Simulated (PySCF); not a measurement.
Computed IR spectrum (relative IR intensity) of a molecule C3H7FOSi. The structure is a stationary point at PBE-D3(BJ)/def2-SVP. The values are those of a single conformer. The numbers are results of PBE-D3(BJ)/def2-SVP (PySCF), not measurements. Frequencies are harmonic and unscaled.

Lines under 2 % of the strongest are left out, and lines within 2 cm⁻¹ are merged.

```json
[
 {"ν (cm⁻¹)": "71", "relative intensity": "3.2"},
 {"ν (cm⁻¹)": "455", "relative intensity": "2.9"},
 {"ν (cm⁻¹)": "475", "relative intensity": "6.3"},
 {"ν (cm⁻¹)": "688", "relative intensity": "12"},
 {"ν (cm⁻¹)": "757", "relative intensity": "58"},
 {"ν (cm⁻¹)": "833", "relative intensity": "34"},
 {"ν (cm⁻¹)": "837", "relative intensity": "24"},
 {"ν (cm⁻¹)": "903", "relative intensity": "39"},
 {"ν (cm⁻¹)": "922", "relative intensity": "4.4"},
 {"ν (cm⁻¹)": "1003", "relative intensity": "23"},
 {"ν (cm⁻¹)": "1039", "relative intensity": "36"},
 {"ν (cm⁻¹)": "1099", "relative intensity": "10"},
 {"ν (cm⁻¹)": "1121", "relative intensity": "34"},
 {"ν (cm⁻¹)": "1354", "relative intensity": "4.4"},
 {"ν (cm⁻¹)": "1376", "relative intensity": "5.3"},
 {"ν (cm⁻¹)": "1786", "relative intensity": "100"},
 {"ν (cm⁻¹)": "2177", "relative intensity": "40"},
 {"ν (cm⁻¹)": "2193", "relative intensity": "42"},
 {"ν (cm⁻¹)": "2746", "relative intensity": "69"},
 {"ν (cm⁻¹)": "2938", "relative intensity": "9.9"},
 {"ν (cm⁻¹)": "2994", "relative intensity": "8.6"}
]
```

Q: Pick the molecule that these values belong to.
A) O=CC[SiH2]CF
B) O=CC[C@H](F)[SiH3]
C) C[C@H]1O[SiH2][C@H]1F
D) C[C@@H](F)[SiH2]C=O

A: A, O=CC[SiH2]CF
